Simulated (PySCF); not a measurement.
`CO[SiH2]Cl`. The calculation used PBE0-D3(BJ)/def2-SVP geometry optimisation, gas phase (PySCF).

```
atom  x, y, z in Å
C1    -0.0235    2.5151   -1.1223
O2     1.2893    2.8891   -1.4401
Si3    2.6492    2.1599   -0.8541
Cl4    4.2456    3.0824   -1.7543
H5    -0.2516    1.4864   -1.4560
H6    -0.2231    2.5780   -0.0368
H7    -0.7156    3.1997   -1.6341
H8     2.6766    0.7127   -1.2090
H9     2.7680    2.3436    0.6197
```

(1) Which two atoms are farthest apart?

(2) Work out the bond lengths C1–H5, C1–H6, C1–H7, O2–Si3, Si3–H8, Si3–H9 in Å.

(3) What are the angles H5–C1–H7, C1–O2–Si3, O2–Si3–H9, O2–Si3–Cl4, Cl4–Si3–H8?

(4) How far are the heavy atoms from their best plane (unweighted least squares)?

(5) How far apart are these pairs, which share no bond: C1···H8, O2···H6, Si3···H7, H8···H9?

Results:

(1) Cl4···H7, 4.96 Å; the next longest distance is 4.81 Å.

(2) For C1–H5 the difference vector is (-0.2281, -1.0287, -0.3337) Å, of length 1.1053 Å. C1–H5 1.105; C1–H6 1.105; C1–H7 1.100; O2–Si3 1.651; Si3–H8 1.490; Si3–H9 1.490 Å.

(3) From the scalar product of the two bond vectors; for H5–C1–H7 it is -0.3756 Å² over 1.1053 × 1.0998 Å², cos θ = -0.3090. H5–C1–H7 108.0°; C1–O2–Si3 125.0°; O2–Si3–H9 111.2°; O2–Si3–Cl4 106.7°; Cl4–Si3–H8 108.5°.

(4) 0.017 Å rms; C1 0.02, O2 0.02, Si3 0.01, Cl4 0.01 Å (magnitudes).

(5) C1···H8 3.248 Å (3 bonds apart); O2···H6 2.086 Å (2 bonds apart); Si3···H7 3.607 Å (3 bonds apart); H8···H9 2.452 Å (2 bonds apart).

Not checked by PBE0-D3(BJ)/def2-SVP frequencies. One conformer, not necessarily the lowest.

Time: 24 s wall; peak memory 0.38 GiB. Hardware: an Arm Neoverse V1 with one thread, no GPU (shared host). That covers the optimisation of the geometry.
